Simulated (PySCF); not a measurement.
Al(H)3 anion (AlH3), SMILES [AlH3] (connectivity only; charge and spin as stated), charge -1, multiplicity 2.

Geometry: B3LYP-D3(BJ)/def2-TZVPD. The multiplicity is an assumed one; other spin states were not compared. The isomer is the one that the SMILES or the coordinates give; other isomers of the formula were not compared.

Two levels are set side by side: PBE/def2-TZVPD (PySCF) and r2SCAN/def2-TZVPD (PySCF). Same geometry, gas phase. Differences are taken from unrounded values.

```
quantity                     r2SCAN
---------------------------  ------
α-spin orbital gap (eV)        2.64
β-spin orbital gap (eV)        5.04
mean polarisability (bohr³)    88.9
```

Task: What does PBE give, and how far is it from r2SCAN? (The exact figures need the calculation; the answer reports its results.)

Result: 
```tsv
quantity	PBE	PBE minus r2SCAN
α-spin orbital gap (eV)	1.86	-0.78
β-spin orbital gap (eV)	4.35	-0.70
mean polarisability (bohr³)	94.0	5.1
```

Rough cost on one machine, each run with all the roots and properties that it gave: r2SCAN against PBE about 3 times.
